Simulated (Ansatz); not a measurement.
The cluster Nb₂S₂⁺. Charge 1, multiplicity 2. Geometry PBE-D4/def2-SVP.

```xyz
4

Nb   -0.1139   -1.2308   -0.2885
Nb    1.0551    0.6834    0.1813
S    -0.4337    0.6684   -1.6389
S    -0.5075   -0.1211    1.7461
```

In the def2 sets Nb takes a core potential; there is no spin–orbit coupling. B3LYP takes the VWN-RPA correlation. At HF/def2-TZVP the charge 1 doublet is spin-contaminated (final ⟨S²⟩ up to 1.99, 0.75 for a pure state). The structure comes from a short search, and lower isomers may exist.

Problem. Estimate the α-spin orbital energies around the gap (eV) in Ansatz with HF/def2-TZVP, PBE-D4/def2-SVP, PBE-D4/def2-TZVP, B3LYP-D4/def2-TZVP, PBE0-D4/def2-TZVP.

Solution. 
| orbital | HF/def2-TZVP | PBE-D4/def2-SVP | PBE-D4/def2-TZVP | B3LYP-D4/def2-TZVP | PBE0-D4/def2-TZVP |
| --- | --- | --- | --- | --- | --- |
| HOMO−9 | -28.83 | -21.68 | -21.48 | -23.10 | -23.51 |
| HOMO−8 | -17.12 | -13.35 | -13.20 | -14.05 | -14.34 |
| HOMO−7 | -16.98 | -13.22 | -13.04 | -13.86 | -14.15 |
| HOMO−6 | -16.23 | -12.65 | -12.50 | -13.32 | -13.59 |
| HOMO−5 | -16.01 | -12.62 | -12.44 | -13.25 | -13.50 |
| HOMO−4 | -15.76 | -12.35 | -12.17 | -13.03 | -13.29 |
| HOMO−3 | -14.94 | -11.71 | -11.57 | -12.34 | -12.57 |
| HOMO−2 | -14.65 | -10.73 | -10.59 | -11.52 | -11.75 |
| HOMO−1 | -13.68 | -10.23 | -10.13 | -10.81 | -10.99 |
| HOMO | -12.85 | -9.40 | -9.31 | -10.01 | -10.21 |
| LUMO | -4.49 | -8.59 | -8.46 | -7.77 | -7.51 |
| LUMO+1 | -3.96 | -8.46 | -8.38 | -7.69 | -7.43 |
| LUMO+2 | -3.44 | -7.81 | -7.71 | -7.16 | -6.91 |
| LUMO+3 | -3.12 | -7.29 | -7.20 | -6.72 | -6.44 |
| LUMO+4 | -2.96 | -7.21 | -7.08 | -6.56 | -6.40 |
| LUMO+5 | -2.88 | -6.95 | -6.91 | -6.33 | -6.07 |
| β HOMO | -13.46 | -10.07 | -9.96 | -10.66 | -10.82 |
| β LUMO | -4.48 | -8.86 | -8.76 | -8.06 | -7.83 |
